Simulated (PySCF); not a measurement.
# What a mistake does to a calculation on AlCH3O

All numbers below are calculated, not measured. They come from PySCF 2.14.0, an open-source quantum chemistry program, on an isolated molecule that a program drew, which may never have been made. The molecule is AlCH3O (charge 0, singlet), drawn as the SMILES string `C[O][Al]`.

Each row is a Hartree-Fock (HF) and frozen-core CCSD(T) single point in the cc-pV(D+d)Z basis, meant for a local HF minimum. Run 1 is clean. Each other run has one planted mistake out of seven kinds, and not every kind appears here: one electron removed, one electron added, multiplicity raised by two, geometry at a saddle point, minimal basis STO-3G, one bond length entered in bohr, all coordinates scaled. The reference is restricted for singlets and unrestricted otherwise, and also for a bond in bohr. Adding or removing an electron swaps singlet and doublet. Electrons count all cores. HOMO and LUMO are orbital energies over both spins, the gradient is its largest component, and the lowest frequency (negative if imaginary) is given only where the gradient is small. Bond lengths are over the 5 bonds as drawn. T1 is the CCSD diagnostic: over 0.02 (restricted) or 0.045 (unrestricted) a single reference is doubtful.

Geometry of the clean run:
```xyz
6
AlCH3O, angstrom
C     0.3618   -1.7862   -0.8516
O    -0.8806   -2.0754   -0.3107
Al   -2.3797   -2.4237    0.3418
H     0.5037   -2.3146   -1.7977
H     0.4609   -0.7144   -1.0408
H     1.1601   -2.0878   -0.1689
```

| run | electrons | basis functions | <S^2> | HOMO (eV) | LUMO (eV) | gradient (hartree/bohr) | lowest frequency (cm^-1) | mean bond (Å) | longest bond (Å) | T1 | HF (hartree) | CCSD(T) (hartree) | mistake |
|---|---|---|---|---|---|---|---|---|---|---|---|---|---|
| 1 | 30 | 66 | 0.000 | -8.44 | 1.89 | 1.6e-05 | 116 | 1.2672 | 1.672 | 0.0168 | -356.43496 | -356.85213 | no fault |
| 2 | 30 | 66 | 0.000 | -8.71 | 1.75 | 4.2e-02 | - | 1.3508 | 1.782 | 0.0196 | -356.41407 | -356.84106 | all coordinates scaled |
| 3 | 31 | 66 | 0.773 | 1.10 | 6.89 | 5.3e-02 | - | 1.2672 | 1.672 | 0.0177 | -356.37965 | -356.80089 | one electron added |
| 4 | 29 | 66 | 0.753 | -17.21 | -7.18 | 7.1e-02 | - | 1.2672 | 1.672 | 0.0216 | -356.14935 | -356.53327 | one electron removed |
| 5 | 30 | 66 | 2.002 | -5.75 | -0.06 | 7.7e-03 | - | 1.2672 | 1.672 | 0.0167 | -356.34480 | -356.72834 | ? |
| 6 | 30 | 66 | 0.713 | -8.65 | 1.65 | 3.6e-02 | - | 1.4616 | 2.065 | 0.0644 | -356.31340 | -356.72975 | ? |

**Which mistake was planted in run 5, and what did it cost?**

Electrons, basis and geometry are unchanged, and <S^2> is 2.002, beside S(S+1) = 2.00 for a multiplicity of 3. So the mistake is: multiplicity raised by two. Subtracting run 1 and multiplying by 627.51 kcal/mol a hartree, the energy moved by 56.6 kcal/mol in HF and 77.7 kcal/mol in CCSD(T).

**Which mistake was planted in run 6, and what did it cost?**

The mean bond changes by a factor of 1.153 and the longest by 1.235, so the molecule wasn't scaled as a whole. A length L in bohr read as angstrom grows by (1/0.5292 - 1) L = 0.890 L. The 5 bonds together grew by 5 x 0.1944 = 0.972 Å, which gives L = 1.092 Å. That is the length of one of the C-H bonds, 1.093 Å in the clean geometry. So the mistake is: one bond length entered in bohr. Subtracting run 1 and multiplying by 627.51 kcal/mol a hartree, the energy moved by 76.3 kcal/mol in HF and 76.8 kcal/mol in CCSD(T).

Cautions from the logs. Run 3: the HOMO is above zero, so the electron isn't bound and the energy depends on the basis; run 6: T1 is over the limit, so its CCSD(T) energy is less reliable.
